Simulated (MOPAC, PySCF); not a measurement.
BI3, SMILES `IB(I)I`, neutral singlet in the gas phase. 

Cartesian coordinates (Å):
SMILES: B(I)(I)I
```xyz
4

I      2.0897    -0.1484     0.4096
B      0.0001     0.0000     0.1527
I     -0.8629     1.8322    -0.4414
I     -1.2269    -1.6837     0.4911
```
Charge 0, spin multiplicity 1.

All levels are single points at this geometry (PBE0-D3(BJ)/def2-TZVP); Pople sets use spherical d functions. Orbital energies aren't observables, and empty levels follow the basis.

B3LYP/6-31G* (LANL2DZ on I) in PySCF gives HOMO (eV) = -7.19.

Q: Estimate the HOMO (eV) from each of these levels: PBE-D3(BJ)/def2-TZVP in PySCF; TPSSh-D3(BJ)/def2-TZVP in PySCF; SVWN5/6-31G* (LANL2DZ on I) in PySCF; HF/6-31G* (LANL2DZ on I) in PySCF; AM1 in MOPAC.

A: 
```
level                                 HOMO (eV)
------------------------------------  ---------
PBE-D3(BJ)/def2-TZVP in PySCF             -6.25
TPSSh-D3(BJ)/def2-TZVP in PySCF           -6.80
SVWN5/6-31G* (LANL2DZ on I) in PySCF      -6.38
HF/6-31G* (LANL2DZ on I) in PySCF         -9.88
AM1 in MOPAC                             -10.87
```
